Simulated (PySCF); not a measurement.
A side-by-side comparison of computed properties.

First species: C₅H₈O.
SMILES: `C=CC(=O)CC`

Second species: 1-phenyl-4,5-dihydro-1H-pyrazole, C₉H₁₀N₂.
Atom-mapped SMILES: `[CH:1]1=[N:2][N:3]([c:4]2[cH:5][cH:6][cH:7][cH:8][cH:9]2)[CH2:10][CH2:11]1` (hydrogens: H12 on C1; H13 on C5; H14 on C6; H15 on C7; H16 on C8; H17 on C9; H18, H19 on C10; H20, H21 on C11)

Cartesian coordinates in Å at the GFN2-xTB level; atoms count from 1:
```
atom  x, y, z in Å
C1     2.6178    0.8366   -1.1429
N2     1.3515    0.8164   -1.2545
N3     0.8006    0.1772   -0.2140
C4    -0.5571    0.0133   -0.0860
C5    -1.1046   -0.6586    1.0088
C6    -2.4749   -0.8088    1.1125
C7    -3.3184   -0.3009    0.1402
C8    -2.7770    0.3663   -0.9484
C9    -1.4129    0.5256   -1.0661
C10    1.8060   -0.3065    0.7376
C11    3.1263    0.1500    0.1024
H12    3.2375    1.3049   -1.8817
H13   -0.4666   -1.0639    1.7789
H14   -2.8855   -1.3303    1.9651
H15   -4.3870   -0.4229    0.2297
H16   -3.4268    0.7668   -1.7127
H17   -0.9819    1.0432   -1.9079
H18    1.7391   -1.3945    0.8294
H19    1.6360    0.1432    1.7203
H20    3.6831    0.8426    0.7356
H21    3.7858   -0.6828   -0.1467
```

Levels: PBE0/pcSseg-1 for HOMO energy, LUMO energy and HOMO–LUMO gap. Geometries: GFN2-xTB. All species are isolated and taken at one optimised geometry, non-relativistic unless stated; the electronic structure was computed with PySCF and density fitting.

Dipoles, sizes and rotational constants follow the conformer. The torsions of the flexible species, by atom-mapped SMILES:
- `[CH2:1]=[CH:2][C:3](=[O:4])[CH2:5][CH3:6]`: C1–C2–C3–O4 4°, C2–C3–C5–C6 -179°

The conformers of `C1=NN(c2ccccc2)CC1` aren't listed.

```csv
property,column X,column Y
HOMO energy,-5.44 eV,-7.33 eV
LUMO energy,-0.28 eV,-1.58 eV
HOMO–LUMO gap,5.16 eV,5.75 eV
```

Which column belongs to which species?

Column X is the second species and column Y the first. The first has 14 atoms and 46 electrons, the second 21 and 78.

How does each property change from the first species to the second?

HOMO energy +1.89 eV; LUMO energy +1.30 eV; HOMO–LUMO gap -0.59 eV.

